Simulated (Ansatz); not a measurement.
C₄H₉ (SMILES C[C+](C)C), charge +1, singlet, at a GFN2-xTB geometry; BHLYP/6-311G** in Ansatz (a first-principles code).

The Ansatz input:
Ansatz 0.2 input:
```yaml
crystal:
  periodic: [false, false, false]
  atoms:
    - {symbol: C, position_ang: [-0.39303445, 1.37528354, 0.22505520]}
    - {symbol: C, position_ang: [-0.00000000, 0.00000000, 0.00000000]}
    - {symbol: C, position_ang: [1.35975962, -0.41783344, 0.27018461]}
    - {symbol: C, position_ang: [-0.96672517, -0.95745010, -0.49523981]}
    - {symbol: H, position_ang: [0.25720952, 2.04590390, -0.34783633]}
    - {symbol: H, position_ang: [-0.18246562, 1.65665671, 1.26295861]}
    - {symbol: H, position_ang: [-1.43391399, 1.58209568, -0.00908249]}
    - {symbol: H, position_ang: [1.79740100, -0.86304328, -0.63037733]}
    - {symbol: H, position_ang: [1.35772586, -1.25229047, 0.98041762]}
    - {symbol: H, position_ang: [2.00243572, 0.37766646, 0.63783836]}
    - {symbol: H, position_ang: [-1.39509781, -0.59898984, -1.43797876]}
    - {symbol: H, position_ang: [-0.56852173, -1.95976214, -0.62875587]}
    - {symbol: H, position_ang: [-1.83477295, -0.98823703, 0.17281619]}
basis:
  gaussian:
    orbitals: 6-311G__.json
hamiltonian:
  xc: {name: BHLYP}
total_charge: 1
```
The basis file holds 6-311G** in the JSON format of the Basis Set Exchange.

Problem. Write the output that Ansatz gives for this input, abridged.

Solution. 
```
Functional definition: BHLYP
1012 factors; their error is unknown
mean field evaluation 1: about -4276.3684 eV, gradient 6.2e1 eV
mean field evaluation 2: about -4280.3874 eV, gradient 4.6e1 eV
mean field evaluation 4: about -4285.3402 eV, gradient 2.0e0 eV
mean field evaluation 8: about -4285.3511 eV, gradient 2.0e-2 eV
mean field evaluation 16: about -4285.3357 eV, gradient 1.9e-5 eV
mean field -4285.33571816 eV, -157.4831829374 hartree, gradient 1.9e-5 eV, S^2 0.000000; 0 other end points of the search recorded, 0 dependent functions left out
reference -4285.33588867 eV, -157.4831892035 hartree; 16, 16 occupied and 110, 110 virtual orbitals, 1012 factors
Total energy: -4285.33588867 eV, -157.4831892035 hartree
```
